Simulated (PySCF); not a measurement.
H₈NSi₃, SMILES [SiH3]N([SiH2])[SiH3], multiplicity 2. Atoms are numbered in the order given.

```xyz
12

Si    -1.5649     0.9125    -0.0409
N     -0.0469     0.0144    -0.0047
Si     0.0170    -1.6839    -0.4803
Si     1.4492     0.8414     0.4406
H     -2.6656     0.0806     0.5502
H     -1.3590     2.1535     0.7792
H      0.8581    -1.8743    -1.6971
H     -1.3749    -2.1291    -0.7686
H      0.5918    -2.5153     0.6169
H      1.5070     1.1136     1.9054
H      1.5671     2.1366    -0.2880
H      2.5854    -0.0476     0.0629
```
Charge 0, spin multiplicity 2.

The structure is a stationary point at B3LYP-D3(BJ)/def2-SVP. The isomer is the one that the SMILES or the coordinates give; other isomers of the formula were not compared.

Calculation: PBE/pcH-1 (PySCF).

Unrestricted Kohn–Sham, ⟨S²⟩ = 0.751. Hyperfine tensors hold the contact and dipolar terms, without spin-orbit corrections.

Computed hyperfine couplings:
```json
[
 {"nucleus": "29Si no. 1", "A(iso) (MHz)": "-527.6", "A(iso) (G)": "-188.3", "dipolar principal values (MHz)": "-138.0, 68.4, 69.6"},
 {"nucleus": "14N no. 2", "A(iso) (MHz)": "11.0", "A(iso) (G)": "3.9", "dipolar principal values (MHz)": "-6.5, -6.3, 12.8"},
 {"nucleus": "29Si no. 3", "A(iso) (MHz)": "3.6", "A(iso) (G)": "1.3", "dipolar principal values (MHz)": "-0.5, 0.1, 0.4"},
 {"nucleus": "29Si no. 4", "A(iso) (MHz)": "0.2", "A(iso) (G)": "0.1", "dipolar principal values (MHz)": "-1.8, 0.7, 1.1"},
 {"nucleus": "1H no. 5", "A(iso) (MHz)": "97.0", "A(iso) (G)": "34.6", "dipolar principal values (MHz)": "-7.5, 0.6, 6.9"},
 {"nucleus": "1H no. 6", "A(iso) (MHz)": "65.3", "A(iso) (G)": "23.3", "dipolar principal values (MHz)": "-7.5, 0.1, 7.4"},
 {"nucleus": "1H no. 7", "A(iso) (MHz)": "3.5", "A(iso) (G)": "1.2", "dipolar principal values (MHz)": "-1.4, -1.0, 2.4"},
 {"nucleus": "1H no. 8", "A(iso) (MHz)": "-0.5", "A(iso) (G)": "-0.2", "dipolar principal values (MHz)": "-2.0, -1.6, 3.6"},
 {"nucleus": "1H no. 9", "A(iso) (MHz)": "5.3", "A(iso) (G)": "1.9", "dipolar principal values (MHz)": "-1.2, -0.9, 2.1"},
 {"nucleus": "1H no. 10", "A(iso) (MHz)": "3.4", "A(iso) (G)": "1.2", "dipolar principal values (MHz)": "-1.4, -1.0, 2.4"},
 {"nucleus": "1H no. 11", "A(iso) (MHz)": "5.8", "A(iso) (G)": "2.1", "dipolar principal values (MHz)": "-1.7, -1.3, 3.0"},
 {"nucleus": "1H no. 12", "A(iso) (MHz)": "0.4", "A(iso) (G)": "0.1", "dipolar principal values (MHz)": "-1.3, -1.0, 2.3"}
]
```
